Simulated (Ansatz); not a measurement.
Correlation energies of C₄H₇NSi (`C[C@H]1[SiH2][C@@H]1C#N`) by basis set

| atom | x (Å) | y (Å) | z (Å) |
| --- | --- | --- | --- |
| C1 | -1.688 | 0.104 | 0.488 |
| C2 | -0.206 | 0.366 | 0.428 |
| Si3 | 1.090 | -0.922 | 0.695 |
| C4 | 0.533 | -0.061 | -0.872 |
| C5 | 1.358 | 0.899 | -1.523 |
| N6 | 2.037 | 1.688 | -2.020 |
| H7 | -2.234 | 0.783 | -0.173 |
| H8 | -1.928 | -0.919 | 0.184 |
| H9 | -2.066 | 0.241 | 1.503 |
| H10 | 0.085 | 1.365 | 0.746 |
| H11 | 0.684 | -2.334 | 0.840 |
| H12 | 2.400 | -0.550 | 1.260 |
| H13 | -0.065 | -0.659 | -1.556 |

Charge 0, multiplicity 1. The geometry is a stationary point of PBE0-D4/def2-TZVP. Frozen core, restricted reference, Ansatz. CBS rows extrapolate triple and quadruple zeta; past MP2 they add the triple-zeta difference.

```json
{"basis": "def2-SVP", "HF (Eh)": "?", "MP2 corr.": "-0.79301", "CCSD corr.": "-0.84440", "(T)": "-0.03202", "CCSD(T) total": "?"}
{"basis": "def2-TZVPP", "HF (Eh)": "-498.96723", "MP2 corr.": "-0.96525", "CCSD corr.": "-1.00470", "(T)": "-0.04794", "CCSD(T) total": "-500.01987"}
{"basis": "def2-QZVPP", "HF (Eh)": "-498.98508", "MP2 corr.": "?", "CCSD corr.": "–", "(T)": "–", "CCSD(T) total": "–"}
{"basis": "CBS(def2)", "HF (Eh)": "?", "MP2 corr.": "?", "CCSD corr.": "-1.11319", "(T)": "as TZ", "CCSD(T) total": "?"}
```

**Question.** Fill in the withheld values. (Best estimate.)

**Answer.** Computed: def2-SVP HF (Eh): -498.62854; def2-SVP CCSD(T) total: -499.50496; def2-QZVPP MP2 corr.: -1.02757; CBS(def2) HF (Eh): -498.98753; CBS(def2) MP2 corr.: -1.07374; CBS(def2) CCSD(T) total: -500.14866.
